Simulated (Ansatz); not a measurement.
Stepwise reaction of `C#[C][Ti]([F])([F])[C]#C` with hydrogen fluoride, as a gas-phase model of exchange steps in deposition or etching. ΔE in kJ/mol; ΔG adds harmonic PBE0-D4 terms to CCSD(T)/CBS, at 1 bar.

Gas-phase electronic energies from Ansatz, PBE0-D4/def2-TZVP geometries. CCSD(T)/CBS adds triple-zeta CCSD(T) − MP2 to the extrapolated MP2 energy (def2 sets, frozen cores). This one scheme is used for every species. Functionals use def2-TZVPP. B3LYP here is the variant with VWN-RPA as its local correlation; programs differ in this. For Ti outer-core shells are correlated without core-valence functions, which leaves a few kJ/mol of doubt a bond. Scalar relativity is left out up to krypton.

```json
{"step": "2", "reaction": "`C#[C][Ti]([F])([F])[F]` + H–F → `[F][Ti]([F])([F])[F]` + `C#C`", "PBE-D4": "-143.6", "B3LYP-D4": "-145.1", "ωB97M-V": "-148.2", "CCSD(T)/CBS": "-133.5", "ΔG(600 K)": "-119.3"}
```

Problem. Give the row of step 1, `C#[C][Ti]([F])([F])[C]#C` + H–F → `C#[C][Ti]([F])([F])[F]` + `C#C`. (An estimate is asked.)

Solution. Computed: 
```
step                                                             reaction  PBE-D4  B3LYP-D4  ωB97M-V  CCSD(T)/CBS  ΔG(600 K)
   1  `C#[C][Ti]([F])([F])[C]#C` + H–F → `C#[C][Ti]([F])([F])[F]` + `C#C`  -148.4    -149.9   -154.6       -138.8     -127.9
```

Problem. By hand: ΔE of the 2 steps together at CCSD(T)/CBS.

Solution. (-138.8) + (-133.5) = -272.3 kJ/mol, or -136.2 kJ/mol a step.

In ΔE each step is higher than the one before. All are downhill at CCSD(T)/CBS. ΔG lies between -127.9 and -119.3 kJ/mol a step. PBE-D4 differs from CCSD(T)/CBS by -10.1 to -9.6 kJ/mol a step. Only this route is followed, and other bonds may react first. Isolated molecules leave out the surface, adducts and barriers. Largest T1 diagnostic: 0.023.
